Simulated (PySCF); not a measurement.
Harmonic spectrum computed at PBE in the def2-TZVP basis family (core potentials from Rb on, PySCF, no spin–orbit coupling):

```tsv
symmetry	ω (cm⁻¹)	IR (km/mol, summed over degenerate members)
πu	172	23.4
σg+	547	0.0
σu+	623	97.9
```

Which molecule gave it? In each, all ligands are bound to the one heavy central atom.
A. SnF₂ (singlet)
B. GeF₂ (singlet)
C. CaF₂ (singlet)
D. SiF₂ (singlet)
E. HgF₂ (singlet)

E. It has D∞h symmetry with Hg–F 1.941 Å (×2).
